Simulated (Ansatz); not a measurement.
Dissociation curve of Mg2, singlet.

RKS-PBE = restricted PBE/cc-pVQZ run with Ansatz (a quantum-chemistry and plane-wave program); UKS-PBE = Ansatz with unrestricted PBE/cc-pVQZ; RKS-B3LYP = restricted B3LYP/cc-pVQZ run with Ansatz; FCI = Ansatz with full CI/cc-pVQZ, frozen core.

Energies relative to the lowest point of each curve near equilibrium, in kJ/mol; the last columns give the error against full CI:

```csv
R / Å,RKS-PBE,UKS-PBE,RKS-B3LYP,FCI,RKS-PBE − FCI,UKS-PBE − FCI,RKS-B3LYP − FCI
2.70,37.8,37.8,45.4,46.2,-8.4,-8.4,-0.7
2.89,17.3,17.3,24.0,24.1,-6.8,-6.8,-0.1
3.09,6.2,6.2,11.4,11.3,-5.1,-5.1,0.1
3.28,1.5,1.5,5.1,4.9,-3.4,-3.4,0.2
3.40,0.3,0.3,2.8,2.6,-2.4,-2.4,0.2
3.49,0.0,0.0,1.7,1.5,-1.5,-1.5,0.2
3.60,0.2,0.2,0.8,0.7,-0.5,-0.5,0.2
3.71,0.7,0.7,0.3,0.2,0.5,0.5,0.1
3.83,1.5,1.5,0.1,0.0,1.5,1.5,0.1
3.98,2.8,2.8,0.0,0.0,2.8,2.8,0.0
4.19,4.7,4.7,0.2,0.4,4.3,4.3,-0.2
4.53,7.5,7.5,0.7,1.2,6.3,6.3,-0.6
4.85,9.5,9.5,1.1,2.1,7.4,7.4,-1.0
5.37,11.4,11.4,1.4,3.2,8.3,8.3,-1.7
5.84,12.3,12.3,1.5,3.9,8.5,8.5,-2.3
6.38,12.9,12.9,1.5,4.4,8.5,8.5,-2.9
7.19,13.2,13.2,1.4,4.8,8.4,8.4,-3.4
7.96,13.4,13.4,1.3,5.0,8.4,8.4,-3.6
8.83,13.4,13.4,1.3,5.1,8.4,8.4,-3.8
9.80,13.4,13.4,1.3,5.1,8.3,8.3,-3.8
10.90,13.5,13.5,1.3,5.1,8.3,8.3,-3.9
```

RKS-PBE is furthest from FCI at 6.38 (8.5 kJ/mol, above); its mean absolute error over the points is 5.6 kJ/mol.

UKS-PBE is furthest from FCI at 6.38 (8.5 kJ/mol, above); its mean absolute error over the points is 5.6 kJ/mol.

RKS-B3LYP is furthest from FCI at 10.90 (-3.9 kJ/mol, below); its mean absolute error over the points is 1.4 kJ/mol.
